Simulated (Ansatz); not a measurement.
```xyz
7

F     1.342   -1.600    0.227
Hf    0.250   -0.057    0.247
F     0.702    1.115    1.657
Se   -2.180   -0.872    0.439
Se    0.481    1.282   -1.936
H    -1.640   -2.243    0.490
H     1.046    2.375   -1.124
```

Charge 0, multiplicity 1. Hf takes the def2 core potential.

Question: List the PBE/def2-TZVPP orbital energies in eV (Ansatz 0.2.0). (Best estimate.)

Answer: Computed: Occupied: -12302.45, -12302.42, -1562.44, -1562.41, -1403.22, -1403.20, -1403.17, -1403.16, -1403.15, -1403.13, -660.19, -660.17, -205.43, -205.40, -150.77, -150.75, -150.61, -150.58, -150.55, -150.53, -65.25, -53.86, -53.83, -53.81, -53.78, -53.77, -53.74, -53.64, -53.64, -53.62, -53.61, -35.64, -35.20, -34.82, -28.78, -28.34, -17.52, -17.39, -11.31, -11.14, -10.80, -10.66, -10.54, -10.18, -9.81, -9.75, -7.89, -7.31, -6.79, -6.32. Lowest empty: -2.70, -2.14, -1.76, -1.65, -1.37, -1.24, -0.28, 0.23.
